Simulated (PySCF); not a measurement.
# Fractional electron number in Eu²⁺ (europium, charge +2)

The 4f alpha orbital of [Xe] 4f7 is emptied in steps (occupation f), with all orbitals relaxed, ending at [Xe] 4f6. Computed with PySCF 2.14 in def2-SVP with the def2 core potential (28 electrons), with scalar relativity through the core potential. The exact energy is a straight line in f; departures are measured from the line between the end points of the same method.

```json
{"f": "1", "CAM-B3LYP (eV)": "0.000"}
{"f": "0.8", "CAM-B3LYP (eV)": "-0.602"}
{"f": "0.6", "CAM-B3LYP (eV)": "-0.914"}
{"f": "0.4", "CAM-B3LYP (eV)": "-0.924"}
{"f": "0.2", "CAM-B3LYP (eV)": "-0.623"}
{"f": "0", "CAM-B3LYP (eV)": "0.000"}
```

For CAM-B3LYP, how does the orbital energy at f = 1 compare with the removal energy?

−ε = 21.855 eV against a total-energy difference of 25.577 eV. By Janak's theorem ε = ∂E/∂f, so the gap between them reflects the curvature. Along the path −ε is 23.284 (f = 0.8), 24.764 (f = 0.6), 26.297 (f = 0.4), 27.879 (f = 0.2) eV.

Reference removal energy between the ground levels: 24.84 ± 0.03 eV (semi-empirical (NIST evaluation); NIST Atomic Spectra Database, ionization energies). The calculation has no spin-orbit coupling. The determinant left behind need not be the lowest term of the ion.
